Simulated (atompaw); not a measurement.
Scattering properties, PAW (atompaw) potential for nitrogen

* Element: nitrogen
* Generator: atompaw 4.2.0.5
* Type: PAW
* Functional: PBEsol
* Relativity: non-relativistic
* Frozen core: none
* Valence charge: 7
* Reference configuration: 1s2 2s2 2p3
* Partial waves: 1s (bound): rc 0.40 bohr; 2s (bound): rc 0.40 bohr; 2p (bound): rc 2.25 bohr; 2p channel at 1.6 Ry: rc 2.25 bohr
* Local potential: bessel scheme, radius 1.75 bohr
* Core correction: none
* Augmentation charge: besselshape compensation charge, radius 2.10 bohr; PAW radius 2.25 bohr; waves and projectors: custom rrkj gramschmidtortho

The phase is arctan(r·u′/u) with u = r·R(r), unwrapped; energies in Ry, scanned from -30 to 5 Ry. A pole is an energy at which the radial function vanishes at the test radius. The pseudo phase is shifted by a multiple of π to meet the all-electron one at the reference energy, and phase errors are pseudo minus all-electron; the curves can meet again beyond the range given. Levels narrower than the energy grid can be missing from the lists of poles.

| channel | radius (bohr) | reference energy (Ry) | poles, all-electron | poles, pseudo | unbroken range about the reference energy with phases within 0.05 rad | phase error 1 Ry above the reference energy (rad) |
| --- | --- | --- | --- | --- | --- | --- |
| s | 2.27 | -1.35 | -0.95 | -0.95 | below 1.4 | +0.003 |
| p | 2.27 | -0.52 | -0.05 | -0.05 | below 2.6 | +0.002 |

A Bessel basis up to 400 Ry misses an occupied level by 0.03 Ry, so cutoffs and ghosts were not judged.

Phases in the s channel:

| E (Ry) | all-electron | pseudo |
| --- | --- | --- |
| -30.00 | 1.489 | 1.489 |
| -29.20 | 1.488 | 1.488 |
| -28.40 | 1.487 | 1.487 |
| -27.60 | 1.486 | 1.486 |
| -26.80 | 1.485 | 1.485 |
| -26.00 | 1.483 | 1.483 |
| -25.20 | 1.482 | 1.482 |
| -24.40 | 1.480 | 1.480 |
| -23.60 | 1.479 | 1.479 |
| -22.80 | 1.477 | 1.477 |
| -22.00 | 1.475 | 1.475 |
| -21.20 | 1.474 | 1.474 |
| -20.40 | 1.472 | 1.472 |
| -19.60 | 1.470 | 1.470 |
| -18.80 | 1.467 | 1.467 |
| -18.00 | 1.465 | 1.465 |
| -17.20 | 1.462 | 1.462 |
| -16.40 | 1.460 | 1.460 |
| -15.60 | 1.457 | 1.457 |
| -14.80 | 1.454 | 1.454 |
| -14.00 | 1.450 | 1.450 |
| -13.20 | 1.446 | 1.446 |
| -12.40 | 1.442 | 1.442 |
| -11.60 | 1.437 | 1.437 |
| -10.80 | 1.432 | 1.432 |
| -10.00 | 1.426 | 1.426 |
| -9.20 | 1.419 | 1.419 |
| -8.40 | 1.412 | 1.412 |
| -7.60 | 1.403 | 1.403 |
| -6.80 | 1.391 | 1.392 |
| -6.00 | 1.378 | 1.378 |
| -5.20 | 1.360 | 1.360 |
| -4.40 | 1.336 | 1.336 |
| -3.60 | 1.299 | 1.299 |
| -2.80 | 1.228 | 1.228 |
| -2.00 | 0.970 | 0.973 |
| -1.20 | -1.393 | -1.393 |
| -0.40 | -1.738 | -1.736 |
| 0.40 | -1.887 | -1.879 |
| 1.20 | -2.111 | -2.081 |
| 2.00 | -2.782 | -2.631 |
| 2.80 | -3.991 | -3.831 |
| 3.60 | -4.411 | -4.347 |
| 4.40 | -4.564 | -4.526 |
